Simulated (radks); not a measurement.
The nuclear charge of neutral antimony is varied continuously with 51 electrons held in [Kr] 4d10 5s2 5p3. Method: Dirac Kohn-Sham, LDA (Slater exchange, Perdew-Wang correlation), spin-unpolarised, spherical densities, finite nucleus; open shells fill j = l - 1/2 first; Fermi nuclear charge, rms radius 4.6802 fm; computed with a radial shooting solver on a logarithmic mesh with Libxc functionals. By the Hellmann-Feynman theorem dE/dZ = E(electron-nucleus)/Z, the electronic potential at the nucleus (averaged over a nucleus of fixed radius).

Z,E (hartree),E(electron-nucleus)/Z (hartree),HOMO,e(HOMO) (eV),<r> HOMO (bohr)
50.8,-6416.31263,-306.845,5p3/2,-3.196,3.103
50.9,-6447.03950,-307.693,5p3/2,-3.920,3.032
51,-6477.85121,-308.541,5p3/2,-4.671,2.967
51.1,-6508.74774,-309.389,5p3/2,-5.447,2.907
51.2,-6539.72908,-310.237,5p3/2,-6.249,2.851
51.3,-6570.79521,-311.085,5p3/2,-7.074,2.799
51.4,-6601.94614,-311.933,5p3/2,-7.922,2.751
51.5,-6633.18188,-312.781,5p3/2,-8.792,2.706
51.6,-6664.50241,-313.629,5p3/2,-9.683,2.663
51.7,-6695.90776,-314.478,5p3/2,-10.595,2.622
51.8,-6727.39794,-315.326,5p3/2,-11.528,2.584
51.9,-6758.97294,-316.174,5p3/2,-12.480,2.547
52,-6790.63280,-317.023,5p3/2,-13.451,2.512

The central difference of E at Z = 51 is -308.541 hartree, to compare with the third column; the second derivative is -8.48 hartree.
